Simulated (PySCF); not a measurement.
CH$_{5}$Si (SMILES [CH2][SiH3]), doublet, geometry from GFN2-xTB, atoms displaced at random by about 0.03 Å a coordinate; PBE0/def2-SVP, gradient by finite differences in PySCF.

The PySCF input:
```python
from pyscf import gto, scf, dft

mol = gto.M(
    atom='''
C    -0.03988086    0.12273590   -1.26335409
Si    0.02855322   -0.01993587    0.59124478
H    -0.94264189    0.26084403   -1.83268313
H     0.87772839    0.24680608   -1.86301022
H     0.08257659    1.21857147    1.25346632
H    -1.21862758   -0.79392315    0.93681583
H     1.21608807   -0.79652623    0.99172511
''',
    basis='def2-svp',
    spin=1,
    verbose=4,
)

mf = dft.UKS(mol)
mf.xc = 'pbe0'
mf.conv_tol = 1e-11
mf.kernel()
scan, done = mf.as_scanner(), []
scan.scf_summary = {}
def energy(d):
    c = mol.atom_coords()
    c[1, 0] += d
    e = scan(mol.set_geom_(c, unit='Bohr', inplace=False))
    done.append(scan.converged)
    return e
h = 1e-3
fd = (energy(h) - energy(-h)) / (2 * h)
print('dE/dx =', fd)
```

The log (banner, timings and long lists left out):

```
PySCF version 2.14.0

[INPUT] verbose = 4
[INPUT] num. atoms = 7
[INPUT] num. electrons = 25
[INPUT] charge = 0
[INPUT] spin (= nelec alpha-beta = 2S) = 1
[INPUT] symmetry False subgroup None
[INPUT] Mole.unit = angstrom
[INPUT] Symbol           X                Y                Z      unit          X                Y                Z       unit  Magmom
[...]
nuclear repulsion = 55.9919148982323
number of shells = 29
number of NR pGTOs = 95
number of NR cGTOs = 57
basis = def2-svp
ecp = {}

******** <class 'pyscf.dft.uks.UKS'> ********
method = UKS
initial guess = minao
damping factor = 0
level_shift factor = 0
DIIS = <class 'pyscf.scf.diis.CDIIS'>
diis_start_cycle = 1
diis_space = 8
diis_damp = 0
SCF conv_tol = 1e-11
SCF conv_tol_grad = None
SCF max_cycles = 50
direct_scf = True
direct_scf_tol = 1e-13
number electrons alpha = 13  beta = 12
XC library pyscf.dft.libxc version 7.1.2
    S. Lehtola, C. Steigemann, M. J. T. Oliveira, and M. A. L. Marques,  SoftwareX 7, 1–5 (2018)
XC functionals = pbe0
    C. Adamo and V. Barone,  J. Chem. Phys. 110, 6158 (1999)
    M. Ernzerhof and G. E. Scuseria,  J. Chem. Phys. 110, 5029 (1999)
radial grids:
    Treutler-Ahlrichs [JCP 102, 346 (1995); DOI:10.1063/1.469408] (M4) radial grids

becke partition: Becke, JCP 88, 2547 (1988); DOI:10.1063/1.454033
pruning grids: <function nwchem_prune>
grids dens level: 3
symmetrized grids: False
atomic radii adjust function: <function treutler_atomic_radii_adjust>
small_rho_cutoff = 0
Set gradient conv threshold to 3.16228e-06
tot grids = 82344
init E= -330.026576385284

cycle= 1 E= -330.219832687018  delta_E= -0.193  |g|= 0.117  |ddm|= 1.63
cycle= 2 E= -330.22370055583  delta_E= -0.00387  |g|= 0.0998  |ddm|= 0.226
cycle= 3 E= -330.229567993351  delta_E= -0.00587  |g|= 0.0169  |ddm|= 0.118
cycle= 4 E= -330.229807120802  delta_E= -0.000239  |g|= 0.00269  |ddm|= 0.0234
cycle= 5 E= -330.229817834792  delta_E= -1.07e-05  |g|= 0.000967  |ddm|= 0.00688
cycle= 6 E= -330.229819102986  delta_E= -1.27e-06  |g|= 0.000297  |ddm|= 0.00226
cycle= 7 E= -330.229819205609  delta_E= -1.03e-07  |g|= 6.47e-05  |ddm|= 0.00063
cycle= 8 E= -330.229819210512  delta_E= -4.9e-09  |g|= 1.36e-05  |ddm|= 0.000133
cycle= 9 E= -330.229819210695  delta_E= -1.83e-10  |g|= 4.21e-06  |ddm|= 2.96e-05
cycle= 10 E= -330.229819210712  delta_E= -1.67e-11  |g|= 1.24e-06  |ddm|= 9.04e-06
cycle= 11 E= -330.229819210718  delta_E= -5.91e-12  |g|= 3.13e-07  |ddm|= 2.86e-06
[...]
converged SCF energy = -330.229819210715  <S^2> = 0.75422499  2S+1 = 2.0042205
converged SCF energy = -330.22980498558  <S^2> = 0.75422512  2S+1 = 2.0042207
[...]
   2 Si     0.028024042789  -0.019935870000   0.591244780000 AA    0.052957765774  -0.037673334355   1.117290706779 Bohr
   3 H     -0.942641890000   0.260844030000  -1.832683130000 AA   -1.781335005642   0.492923777928  -3.463269188811 Bohr
   4 H      0.877728390000   0.246806080000  -1.863010220000 AA    1.658666268855   0.466395897077  -3.520579083066 Bohr
   5 H      0.082576590000   1.218571470000   1.253466320000 AA    0.156047139400   2.302766341509   2.368708051166 Bohr
   6 H     -1.218627580000  -0.793923150000   0.936815830000 AA   -2.302872374041  -1.500297317452   1.770325347857 Bohr
   7 H      1.216088070000  -0.796526230000   0.991725110000 AA    2.298073395651  -1.505216425732   1.874088848754 Bohr

******** <class 'pyscf.scf.hf.UKS_Scanner'> ********
method = UKS_Scanner
initial guess = minao
damping factor = 0
level_shift factor = 0
DIIS = <class 'pyscf.scf.diis.CDIIS'>
diis_start_cycle = 1
diis_space = 8
diis_damp = 0
SCF conv_tol = 1e-11
SCF conv_tol_grad = None
SCF max_cycles = 50
direct_scf = True
direct_scf_tol = 1e-13
number electrons alpha = 13  beta = 12
XC library pyscf.dft.libxc version 7.1.2
    S. Lehtola, C. Steigemann, M. J. T. Oliveira, and M. A. L. Marques,  SoftwareX 7, 1–5 (2018)
XC functionals = pbe0
    C. Adamo and V. Barone,  J. Chem. Phys. 110, 6158 (1999)
    M. Ernzerhof and G. E. Scuseria,  J. Chem. Phys. 110, 5029 (1999)
radial grids:
    Treutler-Ahlrichs [JCP 102, 346 (1995); DOI:10.1063/1.469408] (M4) radial grids

becke partition: Becke, JCP 88, 2547 (1988); DOI:10.1063/1.454033
pruning grids: <function nwchem_prune>
grids dens level: 3
symmetrized grids: False
atomic radii adjust function: <function treutler_atomic_radii_adjust>
small_rho_cutoff = 0
Set gradient conv threshold to 3.16228e-06
tot grids = 82344
init E= -330.229837043406
cycle= 1 E= -330.229833071504  delta_E= 3.97e-06  |g|= 0.000237  |ddm|= 0.000886
cycle= 2 E= -330.229833112156  delta_E= -4.07e-08  |g|= 0.000135  |ddm|= 0.000603
cycle= 3 E= -330.229833128586  delta_E= -1.64e-08  |g|= 1.24e-05  |ddm|= 0.000195
cycle= 4 E= -330.229833128678  delta_E= -9.16e-11  |g|= 4.7e-06  |ddm|= 1.71e-05
cycle= 5 E= -330.22983312869  delta_E= -1.22e-11  |g|= 1.29e-06  |ddm|= 6.13e-06
cycle= 6 E= -330.229833128693  delta_E= -3.13e-12  |g|= 2.28e-07  |ddm|= 2.1e-06
Extra cycle  E= -330.22983312869  delta_E= 2.39e-12  |g|= 9.95e-08  |ddm|= 5.7e-07
converged SCF energy = -330.22983312869  <S^2> = 0.75422487  2S+1 = 2.0042204
dE/dx = 0.014071555170858119
```
